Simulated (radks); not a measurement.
Results of a calculation; reference values are marked as such.
Radial electron density D(r) = 4 pi r^2 rho(r) of an atom or ion with 56 electrons. Code: a radial shooting solver on a logarithmic mesh with Libxc functionals. Model: Dirac Kohn-Sham, XLYP, spin-unpolarised, spherical densities, finite nucleus; Fermi nuclear charge, rms radius of each element as measured or else 0.836 A^(1/3) + 0.57 fm.

r (bohr)  D(r) (e/bohr)
0.001381          4.502
0.001594          5.709
0.001856          7.306
0.002144          9.187
0.002496          11.64
0.002905          14.64
0.003355          18.07
0.003906          22.38
0.004511          27.14
0.005252          32.89
0.006065          38.96
0.007061          45.88
0.00822           53.06
0.009493          59.75
0.01105           66.19
0.01276           71.19
0.01486           74.76
0.01716           76.14
0.01998           75.41
0.02326           72.86
0.02686           69.72
0.03127           67.11
0.03611           66.87
0.04204           70.17
0.04855           76.77
0.05652           85.87
0.06579           94.06
0.07599           97.70
0.08846           95.05
0.1022            87.18
0.1189            77.36
0.1374            71.78
0.1599            73.10
0.1861            79.65
0.215             84.04
0.2503            79.65
0.289             65.69
0.3365            46.79
0.3886            33.57
0.4524            29.49
0.5267            32.43
0.6082            34.66
0.7081            31.51
0.8177            24.20
0.952             16.13
1.099             11.10
1.28              8.754
1.49              7.779
1.721             6.717
2.003             5.086
2.314             3.429
2.693             2.016
3.111             1.136
3.621            0.6019
4.216            0.3140
4.868            0.1625
5.668           0.07353
6.546           0.03009
7.62           0.009489
8.8            0.002451
10.24         0.0004340

What is the nuclear charge?

Answer. Z = 57. The innermost maximum, from 1s, lies near gamma/Z bohr with gamma = sqrt(1 - (Z/c)^2) = 0.909, here 0.016 bohr (found: 0.0176), and its height grows with Z. The density is that of the lanthanum ion La+ in [Xe] 5d2; the configuration itself is not fixed sharply by these data, and Z only to a few units. D(r) has 4 maxima, at r = 0.0176, 0.0772, 0.218, 0.608 bohr, and minima at 0.0341, 0.144, 0.449 bohr, inside which lie 2.02, 11.19, 29.01 electrons.
